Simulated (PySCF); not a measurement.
AlF2GeH3, SMILES [GeH3][Al]([F])[F].

Geometry: PBE0-D3(BJ)/def2-SVP.

These are TDDFT-PBE/def2-SVPD (PySCF 2.14.0) values and carry that method's errors.

Vertical excitations. Gas-phase values at a fixed geometry.

Computed UV-visible absorptions:
```csv
state,energy (eV),λ (nm),f,main pairs
S1,5.91,210,0.066,HOMO→LUMO 96 %
S2,6.25,198,0.263,HOMO→LUMO+1 90 %
S3,6.59,188,0.003,HOMO−1→LUMO 95 %
S4,6.89,180,0.097,"HOMO−2→LUMO 62 %, HOMO−1→LUMO+1 16 %"
S5,7.03,176,0.034,HOMO−1→LUMO+1 81 %
S6,7.05,176,0.054,HOMO−2→LUMO+1 87 %
S7,7.20,172,0.057,HOMO→LUMO+2 83 %
S8,7.29,170,0.001,HOMO−3→LUMO 99 %
S9,7.65,162,0.003,"HOMO−3→LUMO+1 76 %, HOMO−4→LUMO 23 %"
S10,7.68,161,0.049,HOMO→LUMO+3 89 %
T1,4.81,258,0,HOMO→LUMO 99 %
T2,5.40,230,0,HOMO→LUMO+1 98 %
T3,6.20,200,0,"HOMO→LUMO+2 72 %, HOMO−2→LUMO 21 %"
T4,6.30,197,0,"HOMO−2→LUMO 74 %, HOMO→LUMO+2 18 %"
```
Triplets are in the Tamm–Dancoff approximation, which puts them higher than full response would, so one can lie above its singlet here.
